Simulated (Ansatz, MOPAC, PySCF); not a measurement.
Molecule: H3BPO2, charge -1, multiplicity 1. SMILES: OB(O)[PH-]
Structure (B3LYP-D3(BJ)/def2-TZVP (Ansatz, a program for electronic structure) minimum search):
```
B
O 1 1.4054
H 2 0.9648 1 107.96
O 1 1.4228 2 111.06 3 0.00
H 4 0.9609 1 108.66 2 -180.00
P 1 1.8641 2 127.78 3 -180.00
H 6 1.4275 1 96.41 2 0.00
```
Charge -1, spin multiplicity 1.

Unscaled harmonic wavenumbers (cm⁻¹) in rising order, each level at the stationary point that it reaches from this structure (no distance between atoms moves by over 0.3 Å); the order of modes can differ between levels, and a negative number is imaginary. B3LYP-D3(BJ)/def2-TZVP (PySCF, at the structure above): 248, 275, 387, 411, 498, 575, 618, 749, 963, 1019, 1212, 1278, 2304, 3768, 3838.

AM1 (MOPAC): 286, 329, 424, 447, 497, 568, 723, 800, 1204, 1308, 1498, 1526, 2493, 3521, 3529. Zero-point energy 27.4 against 25.9 kcal/mol; where all levels lie over 400 cm⁻¹, the wavenumbers are on average 1.102 times those of B3LYP-D3(BJ)/def2-TZVP.

PM6 (MOPAC): 211, 321, 326, 390, 415, 510, 583, 743, 889, 917, 1204, 1267, 2492, 2505, 2760. Zero-point energy 22.2 against 25.9 kcal/mol; where all levels lie over 400 cm⁻¹, the wavenumbers are on average 0.903 times those of B3LYP-D3(BJ)/def2-TZVP.

HF/3-21G (Ansatz): 282, 330, 391, 428, 541, 621, 656, 835, 1060, 1119, 1337, 1416, 2278, 3861, 3924. Zero-point energy 27.3 against 25.9 kcal/mol; where all levels lie over 400 cm⁻¹, the wavenumbers are on average 1.072 times those of B3LYP-D3(BJ)/def2-TZVP.

B3LYP/6-31G* (Ansatz): 241, 271, 384, 423, 513, 588, 614, 756, 980, 1046, 1254, 1305, 2290, 3697, 3782. Zero-point energy 25.9 against 25.9 kcal/mol; where all levels lie over 400 cm⁻¹, the wavenumbers are on average 1.010 times those of B3LYP-D3(BJ)/def2-TZVP.
